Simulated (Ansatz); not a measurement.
A structure relaxed at PBE-D4/def2-SVP in Ansatz, charge 2, doublet:

Cartesian coordinates in Å:
```
V 0.3195 0.1090 0.0474
O 1.7653 0.6039 0.2600
N -0.4945 1.6616 -1.2157
H -0.1008 2.5749 -0.9236
H -1.5218 1.7943 -1.2162
H -0.2384 1.5934 -2.2163
N -0.7180 1.0345 1.7008
H -1.5902 0.5855 2.0334
H -0.9718 2.0284 1.5623
H -0.0890 1.0539 2.5245
N 0.3075 -1.7257 1.1888
H 0.1837 -1.6110 2.2100
H 1.2358 -2.1792 1.1028
H -0.3786 -2.4546 0.9225
N 0.5157 -1.1037 -1.7304
H 0.8417 -2.0738 -1.5760
H 1.2497 -0.6896 -2.3343
H -0.3160 -1.2018 -2.3398
```

**Question.** Give its formula, name or SMILES and point group.

**Answer.** [VO(NH3)4]2+ (VN4OH12²⁺). Point group C4 (tolerance 0.1 Å).

**Question.** Summarise the bond lengths by kind (pairs closer than 1.2 times the sum of covalent radii, bridged metal pairs left out).

**Answer.** 4 × N–V 2.16 Å; 1 × O–V 1.54 Å; 12 × H–N 1.04 Å. The metal has 5 neighbours: O 1.54 Å, N 2.16 Å, N 2.16 Å, N 2.16 Å, N 2.16 Å.
